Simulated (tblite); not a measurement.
C8H12N2.
SMILES with atom numbers: `[CH3:1][c:2]1[cH:3][cH:4][c:5]([CH:6]([CH3:7])[CH3:8])[n:9][n:10]1` (hydrogens: H11, H12, H13 on C1; H14 on C3; H15 on C4; H16 on C6; H17, H18, H19 on C7; H20, H21, H22 on C8)

Computed with GFN2-xTB (tblite), gas phase: L-BFGS steps from a force-field or distance-geometry start until the largest atomic force falls under 0.01 eV/Å.

Step 18: E = -791.0289 eV
```
atom  x, y, z in Å  |  force x, y, z in eV/Å
C1      3.7695   -0.2277   -0.2060   -0.032   0.001  -0.002
C2      2.2851   -0.0886   -0.2963   -0.017  -0.001   0.014
C3      1.6780    0.5214   -1.4019    0.004  -0.015   0.025
C4      0.3061    0.6036   -1.3954    0.008   0.029  -0.058
C5     -0.3801    0.0770   -0.2938    0.022   0.032  -0.061
C6     -1.8807    0.1350   -0.2238    0.009   0.023  -0.008
C7     -2.4556   -1.2794   -0.1550    0.008   0.013   0.030
C8     -2.3154    0.9490    0.9947   -0.002  -0.027   0.020
N9      0.2701   -0.4832    0.7123    0.008   0.022  -0.052
N10     1.5668   -0.5623    0.7074    0.005  -0.017   0.034
H11     4.1396   -0.8056   -1.0519    0.020  -0.012   0.029
H12     4.0312   -0.7273    0.7219    0.021   0.011  -0.020
H13     4.2369    0.7557   -0.2391    0.016  -0.022   0.027
H14     2.2751    0.9060   -2.2175   -0.029  -0.007   0.018
H15    -0.2391    1.0584   -2.2088   -0.007   0.025  -0.047
H16    -2.2517    0.6274   -1.1287    0.009   0.015  -0.051
H17    -2.1411   -1.8732   -1.0119   -0.008   0.046   0.014
H18    -3.5421   -1.2350   -0.1401    0.005  -0.046   0.021
H19    -2.0995   -1.7615    0.7505   -0.021  -0.056   0.007
H20    -1.9587    0.4570    1.8948   -0.018   0.028   0.044
H21    -3.4008    1.0152    1.0224    0.012   0.013   0.056
H22    -1.9040    1.9574    0.9640   -0.015  -0.056  -0.038
```

Step 19: E = -791.0302 eV
```
atom  x, y, z in Å  |  force x, y, z in eV/Å
C1      3.7674   -0.2290   -0.2032   -0.003   0.004  -0.010
C2      2.2828   -0.0880   -0.2968    0.028  -0.019   0.037
C3      1.6782    0.5220   -1.4031   -0.036   0.007  -0.012
C4      0.3055    0.6055   -1.3996    0.023   0.018  -0.037
C5     -0.3813    0.0791   -0.2982   -0.004   0.035  -0.052
C6     -1.8830    0.1371   -0.2259    0.005   0.006  -0.028
C7     -2.4541   -1.2798   -0.1538    0.015   0.032   0.017
C8     -2.3139    0.9484    0.9961    0.006  -0.038  -0.017
N9      0.2673   -0.4815    0.7093    0.006   0.026  -0.058
N10     1.5639   -0.5619    0.7073   -0.009   0.007  -0.010
H11     4.1413   -0.8075   -1.0482   -0.002  -0.001   0.048
H12     4.0270   -0.7292    0.7258    0.011   0.022  -0.039
H13     4.2388    0.7535   -0.2355   -0.007  -0.042   0.031
H14     2.2748    0.9076   -2.2197   -0.029  -0.022   0.044
H15    -0.2397    1.0606   -2.2135    0.010   0.017  -0.035
H16    -2.2578    0.6293   -1.1315    0.031  -0.008  -0.001
H17    -2.1401   -1.8731   -1.0111   -0.001   0.042   0.011
H18    -3.5409   -1.2409   -0.1372    0.009  -0.036   0.029
H19    -2.0927   -1.7591    0.7513   -0.028  -0.054   0.001
H20    -1.9524    0.4544    1.8927   -0.018   0.025   0.056
H21    -3.3985    1.0159    1.0284   -0.005   0.004   0.056
H22    -1.9029    1.9559    0.9642   -0.001  -0.025  -0.032
```

**Question.** Estimate the geometry and energy of step 20. (The exact step hangs on the optimiser's Hessian estimate; all steps are aligned on step 19, rigid shifts and turns removed.)

**Answer.** E = -791.0313 eV, largest force 0.072 eV/Å
```
atom  x, y, z in Å  |  force x, y, z in eV/Å
C1      3.7653   -0.2302   -0.2009    0.025   0.004  -0.011
C2      2.2809   -0.0876   -0.2968    0.056  -0.025   0.038
C3      1.6782    0.5224   -1.4039   -0.057   0.023  -0.036
C4      0.3050    0.6078   -1.4042    0.024   0.008  -0.014
C5     -0.3823    0.0817   -0.3032   -0.029   0.027  -0.028
C6     -1.8847    0.1389   -0.2280   -0.001  -0.014  -0.033
C7     -2.4526   -1.2797   -0.1523    0.016   0.031   0.003
C8     -2.3126    0.9472    0.9973    0.011  -0.033  -0.038
N9      0.2649   -0.4793    0.7054   -0.003   0.024  -0.050
N10     1.5612   -0.5615    0.7072   -0.026   0.025  -0.046
H11     4.1429   -0.8093   -1.0442   -0.019   0.001   0.048
H12     4.0237   -0.7305    0.7286    0.001   0.022  -0.038
H13     4.2404    0.7509   -0.2319   -0.023  -0.040   0.029
H14     2.2740    0.9086   -2.2209   -0.015  -0.028   0.053
H15    -0.2401    1.0631   -2.2186    0.027   0.011  -0.026
H16    -2.2623    0.6308   -1.1342    0.039  -0.026   0.041
H17    -2.1392   -1.8720   -1.0101    0.008   0.029   0.001
H18    -3.5396   -1.2468   -0.1341    0.012  -0.018   0.036
H19    -2.0875   -1.7583    0.7520   -0.028  -0.042  -0.007
H20    -1.9474    0.4529    1.8920   -0.015   0.020   0.053
H21    -3.3966    1.0166    1.0349   -0.016  -0.009   0.048
H22    -1.9020    1.9537    0.9634    0.014   0.010  -0.022
```

The energy changes by -0.0012 eV. The first-order estimate −F·Δx gives -0.0016 eV and the mean of the old and new forces, exact on a quadratic surface, -0.0012 eV. The step makes an angle of 69° with the force vector and moves no atom by more than 0.007 Å.

Hardware: Arm Neoverse V1, one thread (shared host).
